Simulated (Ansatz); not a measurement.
In(H2O)H3 (InOH5). Charge 0, multiplicity 3. Geometry PBE-D4/def2-TZVP, that of the neutral singlet; atoms count from 1.

```
atom    x (Å)    y (Å)    z (Å)
 In1   0.1770  -0.0275  -1.0882
  O2   0.1365  -0.0164   1.3898
  H3  -0.4928  -0.7093   1.6583
  H4  -0.2761   0.8251   1.6543
  H5   1.8763  -0.2584  -1.3481
  H6  -0.5084   1.5792  -1.1359
  H7  -0.9125  -1.3928  -1.1302
```

In the def2 sets In takes a core potential; there is no spin–orbit coupling. At PBE0-D4/def2-TZVP a singlet of charge 0 lies 5.21 eV below the triplet at the same geometry.

Question: Estimate the Mulliken populations from the PBE0/def2-TZVP orbitals of Ansatz.

Answer: 
```tsv
atom	charge (e)	spin (α − β)
In1	-0.17	1.12
O2	-0.51	-0.07
H3	0.32	0.06
H4	0.27	0.09
H5	-0.01	0.17
H6	0.16	0.59
H7	-0.05	0.04
```
Mulliken values depend strongly on the basis.

Question: Where does the spin sit?

Answer: Summed by element: In 1.12, O -0.07, H 0.95, of 2 unpaired in all. Largest on single atoms: In1 1.12, H6 0.59, H5 0.17.
